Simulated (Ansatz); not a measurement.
`[CH3][Zn][N](C)C` + HBr → `C[N](C)[Zn][Br]` + CH₄ at 400 K and 1 bar (ligand exchange at a Zn–C bond).

Gas-phase electronic energies from Ansatz, PBE0-D4/def2-TZVP geometries. CCSD(T)/CBS is the MP2 limit (def2-TZVPP, def2-QZVPP) plus CCSD(T) − MP2 in def2-TZVPP, frozen cores. This one scheme is used for every species. For Br, Zn outer-core shells are correlated without core-valence functions, which leaves a few kJ/mol of doubt a bond. Scalar relativity is left out up to krypton. Each species was taken in one conformer, which may not be the lowest.

```
           species  CCSD(T)/CBS energy (Eh)  H − E (kJ/mol)  S (J/(mol·K))
`[CH3][Zn][N](C)C`              -1952.64462           344.2          429.7
               HBr              -2573.91920            27.6          207.2
 `C[N](C)[Zn][Br]`              -4486.16677           250.2          412.9
               CH₄                -40.46206           131.3          197.2
```

H − E and S are ideal-gas, rigid-rotor, harmonic terms from PBE0-D4/def2-TZVP, for one conformer and one mirror image of each species. 1 Eh = 2625.50 kJ/mol, R = 8.31446 J/(mol·K).

Question: By hand: ΔE, ΔH, ΔS and ΔG.

Answer: ΔE = (-4486.16677) + (-40.46206) − (-1952.64462) − (-2573.91920) = -0.06501 Eh = -170.7 kJ/mol. Δ(H − E) = 250.2 + 131.3 − 344.2 − 27.6 = 9.7, so ΔH = -161.0 kJ/mol. ΔS = 412.9 + 197.2 − 429.7 − 207.2 = -26.8 J/(mol·K). ΔG = -161.0 − 400 × (-26.8)/1000 = -150.3 kJ/mol.

Question: By hand: the equilibrium constant, and the temperature at which ΔG would vanish if ΔH and ΔS stayed fixed.

Answer: log₁₀ K = −ΔG/(RT ln 10) = 19.6. ΔG = 0 at ΔH/ΔS = 6007 K, far beyond where these terms or the molecules hold.

ΔH outweighs TΔS. A doubt of 5 kJ/mol in ΔE shifts log₁₀ K by 0.7 here. Other conformers and mirror images would add mixing entropy, several J/(mol·K) or more a flexible species. Modes under 60 cm⁻¹, often nearly free rotors, make the harmonic entropy too high. These are equilibria of isolated gas molecules and say nothing of rates. Largest T1 diagnostic: 0.014 (customary marks: 0.02 for closed shells, 0.045 for open ones).
